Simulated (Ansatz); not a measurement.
Geometry optimisation, UKS B3LYP-D4/def2-SVP in Ansatz.

The input (input.yaml):

```yaml
crystal:
  periodic: [false, false, false]
  atoms:
    - { symbol: Hf, position_ang: [0.016345, -0.027503, -0.617852] }
    - { symbol: F, position_ang: [0.008335, -0.013164, 2.555117] }
    - { symbol: Cl, position_ang: [2.363966, 0.013789, -0.771951] }
    - { symbol: F, position_ang: [-0.938425, 1.626917, -0.624559] }
    - { symbol: Cl, position_ang: [-1.192953, -2.040085, -0.77187] }
    - { symbol: Cl, position_ang: [-0.000367, -0.000554, 4.153415] }
magnetization:
  spin_polarized: true
  initial_magnetization: 1
basis:
  gaussian: { orbitals: def2-SVP }
hamiltonian:
  xc: b3lyp
  dispersion: d4
relax:
  f_tol: 0.03
  max_steps: 50
```

Run as:

```bash
$ ansatz run input.yaml --threads 4 --pin off --max-ram 5120MiB --backend cpu --events-out ev --progress --plain --runs-dir out
```

Task: Where does it end, and by what steps?

Result: It converged. The force dipped under the threshold on the way, but the program's further checks kept it going. After 32 steps the energy has fallen by 5.058 eV; Cl6 moved furthest, 2.15 Å. Parted: F2–Cl6 (1.60 → 3.25 Å). Joined: Hf1–F2 (3.17 → 1.90 Å), Hf1–Cl6 (4.77 → 2.59 Å).

```tsv
step	energy less start (eV)	largest force component (eV/Å)	accepted
0	0.0000	3.180	yes
2	-0.5617	5.294	yes
4	-2.8516	6.438	yes
6	-4.1077	0.590	yes
8	-4.2288	0.050	yes
10	-4.2321	0.040	yes
12	-4.2368	0.179	yes
14	-4.2592	0.385	yes
16	-4.3108	0.202	yes
18	-4.3721	0.173	yes
20	-4.4367	0.290	yes
22	-4.4091	1.164	no
24	-4.5865	0.486	yes
26	-4.9066	0.635	yes
28	-4.9947	1.032	yes
30	-5.0493	0.285	yes
32	-5.0581	0.015	yes
```

```xyz
6
Properties=species:S:1:pos:R:3
Hf -0.224 0.055 0.527
F -1.203 1.226 1.659
Cl 2.297 -0.099 0.248
F -0.258 1.070 -1.085
Cl -1.496 -1.852 0.031
Cl 1.141 -0.841 2.541
```

Whether the end is a true minimum wasn't checked by a vibrational analysis.

Time of the run: 3.8 min on 4 threads of Arm Neoverse V1, with other jobs on the host, peak memory 0.49 GiB.
